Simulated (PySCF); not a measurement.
Mayer bond orders and bond lengths

Species: tetravinylmethane, C9H12.
Atom-mapped SMILES: `[CH2:1]=[CH:2][C:3]([CH:4]=[CH2:5])([CH:6]=[CH2:7])[CH:8]=[CH2:9]` (hydrogens: H10, H11 on C1; H12 on C2; H13 on C4; H14, H15 on C5; H16 on C6; H17, H18 on C7; H19 on C8; H20, H21 on C9)

Geometry (GFN2-xTB, Å), atoms numbered from 1 in this order:
```
atom  x, y, z in Å
C1    -1.3394    0.3778    2.0957
C2    -0.3400   -0.2032    1.4590
C3    -0.0016    0.0009    0.0009
C4    -0.4972    1.3290   -0.5216
C5    -1.0092    1.5282   -1.7215
C6     1.4899    0.0442   -0.2361
C7     2.3918    0.3829    0.6658
C8    -0.6560   -1.1664   -0.7000
C9    -0.0456   -2.2861   -1.0396
H10   -1.5556    0.1570    3.1276
H11   -1.9841    1.0969    1.6178
H12    0.2748   -0.9412    1.9572
H13   -0.3346    2.1600    0.1521
H14   -1.3022    2.5098   -2.0547
H15   -1.1591    0.7238   -2.4227
H16    1.7825   -0.1628   -1.2569
H17    3.4399    0.4365    0.4230
H18    2.1261    0.6202    1.6828
H19   -1.7205   -1.0510   -0.8549
H20    1.0079   -2.4386   -0.8728
H21   -0.5768   -3.1013   -1.5015
```

Bond orders from the PBE0/pcSseg-1 density (PySCF). Isolated species at its GFN2-xTB geometry (one conformer only).

(1) Where do the orders between heavy atoms depart from those drawn in the SMILES?

(2) Set the Mayer orders of the bonds beside their lengths.

## Answers

(1) The largest departure is 0.018, at C4–C5 (drawn double, 1.982), C6–C7 (drawn double, 1.982), C8–C9 (drawn double, 1.982) and C1–C2 (drawn double, 1.983).

(2) 
```
  bond  drawn as  length (Å)  Mayer order
 C1–C2    double       1.320        1.983
 C2–C3    single       1.511        0.994
 C3–C4    single       1.511        0.994
 C4–C5    double       1.320        1.982
 C3–C6    single       1.511        0.994
 C6–C7    double       1.320        1.982
 C3–C8    single       1.511        0.994
 C8–C9    double       1.320        1.982
C1–H10    single       1.077        0.945
C1–H11    single       1.078        0.944
C2–H12    single       1.082        0.956
C4–H13    single       1.082        0.957
C5–H14    single       1.077        0.945
C5–H15    single       1.078        0.944
C6–H16    single       1.082        0.956
C7–H17    single       1.077        0.945
C7–H18    single       1.078        0.944
C8–H19    single       1.082        0.956
C9–H20    single       1.077        0.944
C9–H21    single       1.077        0.945
```

By pair of heavy elements: C–C: lowest C2–C3, C3–C4, C3–C6 and 1 more (0.994, 1.511 Å), highest C1–C2, C4–C5, C6–C7 and 1 more (1.983, 1.320 Å). Bonds named together lie within 0.004.

Sum the orders of all bonds at each heavy atom with more than one neighbour and set the sums beside the valence in the SMILES.

C1 3.872 (drawn 4), C2 3.933 (drawn 4), C3 3.976 (drawn 4), C4 3.933 (drawn 4), C5 3.871 (drawn 4), C6 3.932 (drawn 4), C7 3.871 (drawn 4), C8 3.932 (drawn 4), C9 3.871 (drawn 4). Orders between atoms that aren't bonded are not in these sums.

The Mayer order sums products of elements of PS (density times overlap matrix) between the two atoms' basis functions, so it depends on the basis set.
